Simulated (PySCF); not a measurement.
# Electron correlation in Kr+ (krypton, charge +1)

[Ar] 3d10 4s2 4p5, 2P determinant. Calculation: PySCF 2.14, in Sapporo-DKH3-DZP-2012 (6s5p3d1f, 43 functions); the spin-free X2C one-electron Hamiltonian (Gaussian nucleus). Frozen: [Ar] 3d10; 7 electrons correlated.

MP2 pair energies summed by pair of shells (mhartree):

```json
{"pair": "4p-4p", "energy": "-68.40", "share (%)": "68.4"}
{"pair": "4s-4p", "energy": "-26.14", "share (%)": "26.1"}
{"pair": "4s-4s", "energy": "-5.43", "share (%)": "5.4"}
```

Total MP2 correlation energy: -99.97 mhartree.

Same-spin part -25.92 and opposite-spin part -74.05 mhartree; SCS-MP2 scales them by 1/3 and 6/5 to -97.50 mhartree.

```
  level  correlation energy (mhartree)
   CCSD                        -113.83
    (T)                          -1.32
CCSD(T)                        -115.15
```

Diagnostics: T1 = 0.0052, D1 = 0.0176, largest double amplitude 0.048.

Q: Is a single reference adequate?

A: Yes, within this model without spin-orbit coupling: T1 lies below 0.03 and no double amplitude reaches 0.07.
